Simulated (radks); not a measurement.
The numbers below are computed, except where a source is named.
Dy4+, configuration [Xe] 4f8.

Level of theory: scalar-relativistic Kohn-Sham, Slater X-alpha with alpha = 0.769, spin-polarised, spherical densities, finite nucleus; open shells are filled with parallel spins first (spin-orbit coupling, left out, can overturn this in heavy ions); Fermi nuclear charge, rms radius 5.2218 fm (a radial shooting solver on a logarithmic mesh with Libxc functionals).

Energy parts (eV):
total: -331352.74
kinetic: 357484.48
electron-nucleus: -807195.89
Hartree: 126135.67
exchange: -7777.01

Orbitals (lengths in bohr, moments of r in powers of bohr; <r^-3> diverges for s and p1/2; r(max) is where P^2 peaks; r(90%) holds 90 % of the orbital's charge):
orbital  occ.  eigenvalue (eV)  r(90%)  <r^-3>   r(max)   <1/r>
1s down     1        -53750.47  0.0382       -  0.01338   74.54
1s up       1        -53750.47  0.0382       -  0.01338   74.54
2s up       1        -9011.690   0.139       -  0.07603   17.33
2s down     1        -9011.556   0.139       -  0.07603   17.33
2p up       3        -8010.584   0.129   12840  0.06162   16.11
2p down     3        -8010.488   0.129   12840  0.06162   16.11
3s up       1        -2054.375   0.344       -   0.2154   6.378
3s down     1        -2050.968   0.343       -   0.2153   6.385
3p up       3        -1746.533   0.349    2732   0.2115   5.981
3p down     3        -1743.153   0.348    2739   0.2113   5.989
3d up       5        -1349.116   0.330   366.4   0.1726   5.677
3d down     5        -1346.487   0.329   367.4   0.1724   5.683
4s up       1        -454.0000   0.758       -   0.4928   2.703
4s down     1        -446.8027   0.758       -   0.4926   2.702
4p up       3        -352.0382   0.811   621.7   0.5142   2.484
4p down     3        -344.9454   0.812   620.0   0.5140   2.481
4d up       5        -212.7951   0.903   70.45   0.5312   2.201
4d down     5        -205.8689   0.906   70.04   0.5312   2.195
5s up       1         -97.7787    1.76       -    1.122   1.083
5s down     1         -94.4303    1.79       -    1.134   1.063
5p up       3         -71.3418    2.03   98.28    1.255  0.9353
5p down     3         -68.8166    2.07   92.36    1.275  0.9133
4f up       7         -59.7712    1.23   10.70   0.5231   1.709
4f down     1         -53.4368    1.29   10.34   0.5258   1.676

The highest occupied level is 4f down at -53.437 eV. The electron density at the nucleus is 7.759e+05 e/bohr^3 (large components only).
